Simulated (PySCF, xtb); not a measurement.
Hf(Cl)3(OH)(OH2) (Cl3H3HfO2), SMILES [Cl][Hf]([Cl])(<-[OH2])([OH])[Cl], multiplicity 1. Other conformers were not sampled.

Harmonic wavenumbers (cm⁻¹) from GFN2-xTB (xtb) at its own minimum, in rising order: 28, 61, 65, 102, 103, 117, 133, 179, 203, 241, 253, 294, 302, 350, 366, 485, 602, 1422, 3418, 3455, 3525.

Question: What does PBE-D3(BJ)/def2-SVP (PySCF) give at its own minimum? (An estimate is asked for; the answer gives what the named calculation found.)

Answer: 55, 87, 101, 125, 127, 152, 158, 225, 237, 271, 274, 344, 354, 363, 445, 560, 717, 1527, 3618, 3718, 3874. Paired by order, the mean absolute difference is 78 cm⁻¹ and the zero-point energies are 22.4 and 24.8 kcal/mol.
